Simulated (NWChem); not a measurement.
Species: C2H9NSi; SMILES CC[SiH2]N

```xyz
13

Si    -0.5402    -0.7226     0.1419
N      0.9970    -1.4860    -0.1389
C     -0.4992     1.0589    -0.4636
C      0.5603     1.9320     0.2054
H     -1.5481    -1.5227    -0.6211
H     -0.9766    -0.7043     1.5842
H      1.8134    -1.1550     0.3646
H      1.0227    -2.4980    -0.2023
H     -0.3452     1.0368    -1.5562
H     -1.5057     1.4850    -0.3034
H      0.4244     1.9738     1.2986
H      0.5325     2.9690    -0.1654
H      1.5762     1.5500     0.0133
```
Atoms are numbered in this order, from 1.

Level: PBE0/def2-SVP (NWChem), optimised geometry, unscaled harmonic frequencies. 

```json
[
 {"frequency (cm⁻¹)": "75", "IR intensity (km/mol)": "0.3"},
 {"frequency (cm⁻¹)": "138", "IR intensity (km/mol)": "17.3"},
 {"frequency (cm⁻¹)": "187", "IR intensity (km/mol)": "5.1"},
 {"frequency (cm⁻¹)": "228", "IR intensity (km/mol)": "2.4"},
 {"frequency (cm⁻¹)": "318", "IR intensity (km/mol)": "4.9"},
 {"frequency (cm⁻¹)": "426", "IR intensity (km/mol)": "183.3"},
 {"frequency (cm⁻¹)": "555", "IR intensity (km/mol)": "27.8"},
 {"frequency (cm⁻¹)": "636", "IR intensity (km/mol)": "2.3"},
 {"frequency (cm⁻¹)": "684", "IR intensity (km/mol)": "13.4"},
 {"frequency (cm⁻¹)": "728", "IR intensity (km/mol)": "52.0"},
 {"frequency (cm⁻¹)": "825", "IR intensity (km/mol)": "5.6"},
 {"frequency (cm⁻¹)": "866", "IR intensity (km/mol)": "89.3"},
 {"frequency (cm⁻¹)": "926", "IR intensity (km/mol)": "187.4"},
 {"frequency (cm⁻¹)": "958", "IR intensity (km/mol)": "82.9"},
 {"frequency (cm⁻¹)": "984", "IR intensity (km/mol)": "12.5"},
 {"frequency (cm⁻¹)": "997", "IR intensity (km/mol)": "85.9"},
 {"frequency (cm⁻¹)": "1061", "IR intensity (km/mol)": "13.2"},
 {"frequency (cm⁻¹)": "1249", "IR intensity (km/mol)": "2.8"},
 {"frequency (cm⁻¹)": "1260", "IR intensity (km/mol)": "5.7"},
 {"frequency (cm⁻¹)": "1390", "IR intensity (km/mol)": "1.6"},
 {"frequency (cm⁻¹)": "1425", "IR intensity (km/mol)": "5.3"},
 {"frequency (cm⁻¹)": "1473", "IR intensity (km/mol)": "5.5"},
 {"frequency (cm⁻¹)": "1480", "IR intensity (km/mol)": "6.8"},
 {"frequency (cm⁻¹)": "1551", "IR intensity (km/mol)": "46.6"},
 {"frequency (cm⁻¹)": "2158", "IR intensity (km/mol)": "186.8"},
 {"frequency (cm⁻¹)": "2225", "IR intensity (km/mol)": "140.1"},
 {"frequency (cm⁻¹)": "3044", "IR intensity (km/mol)": "32.3"},
 {"frequency (cm⁻¹)": "3055", "IR intensity (km/mol)": "10.2"},
 {"frequency (cm⁻¹)": "3111", "IR intensity (km/mol)": "1.6"},
 {"frequency (cm⁻¹)": "3134", "IR intensity (km/mol)": "21.3"},
 {"frequency (cm⁻¹)": "3137", "IR intensity (km/mol)": "25.7"},
 {"frequency (cm⁻¹)": "3605", "IR intensity (km/mol)": "24.1"},
 {"frequency (cm⁻¹)": "3699", "IR intensity (km/mol)": "28.0"}
]
```

```
Property                                                                           Result
-----------------------------------------------------------------------  ----------------
zero-point energy                                                           68.0 kcal/mol
thermal correction to the enthalpy at 298.15 K (with zero-point energy)     73.0 kcal/mol
heat capacity Cv                                                         24.2 cal/(mol K)
entropy at 298.15 K and 1 atm (symmetry number 1)                        80.2 cal/(mol K)
dipole moment                                                                      1.01 D
```

Rigid rotor and harmonic oscillator; modes under 100 cm⁻¹ make the entropy uncertain.
